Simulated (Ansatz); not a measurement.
Ag (SMILES [Ag-]), charge -1, singlet (core potentials on Ag) (a gas-phase anion, which may not be bound at this level). Base run: BLYP/def2-SVP (Ansatz, a quantum-chemistry and plane-wave program).

The Ansatz input:
Ansatz 0.2 input:
```yaml
crystal:
  periodic: [false, false, false]
  atoms:
    - {symbol: Ag, position_ang: [0.00000000, 0.00000000, 0.00000000]}
basis:
  gaussian:
    orbitals: def2-SVP
hamiltonian:
  xc: blyp
total_charge: -1
```

Variants of this job, named by their change:

```csv
change,E (Eh)
base,-146.94783
functional = SVWN5,(withheld)
functional = b3lyp5,-146.96099
functional = pbe0; dispersion = d4,-146.96509
functional = B97M-V,-146.96953
functional = hf,(withheld)
functional = revpbe,-147.03341
functional = cam_b3lyp,(withheld)
functional = b3lyp,-147.03486
functional = pbe,-146.98779
functional = b3lyp; dispersion = d3bjatm,-147.03486
functional = pbe0; dispersion = d3bjatm,-146.96509
functional = hse06,(withheld)
```

### Question
Some entries are withheld; supply them.

### Answer

- functional = SVWN5, E (Eh): -146.72839
- functional = hf, E (Eh): -146.07880
- functional = cam_b3lyp, E (Eh): -146.93870
- functional = hse06, E (Eh): -146.96448

Totals shift with the method and basis; they matter in differences.

A gas-phase anion may not be bound at this level; its values then depend on the basis.
